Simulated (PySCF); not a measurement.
Diatomics of Sn with the chalcogens

r²SCAN with triple-zeta basis sets in PySCF, for the lowest determinant that a PBE0 search found; no spin–orbit coupling. De refers to high-spin ground-configuration atoms. A positive dipole means M(−)Sn(+).

```tsv
M	basis	state (unpaired electrons)	Re (Å)	ωe (cm⁻¹)	De (eV)	μ (D)
O	def2-TZVPP	singlet (closed shell)	1.828	850	5.65	4.00
S	x2c-TZVPPall	singlet (closed shell)	2.215	494	5.14	3.18
Se	def2-TZVPP	singlet (closed shell)	2.332	333	4.75	2.97
```

The shortest bond is that of SnO (1.828 Å), the longest that of SnSe (2.332 Å). SnO is bound most strongly (5.65 eV) and SnSe least (4.75 eV).

The rows differ in basis set, which adds steps of its own.

Down a group the atoms grow and get heavier, so bonds lengthen and wavenumbers fall; this series shows no clear exception.

These are scalar-relativistic numbers at best; spin–orbit coupling would shift them, the dissociation energy most.
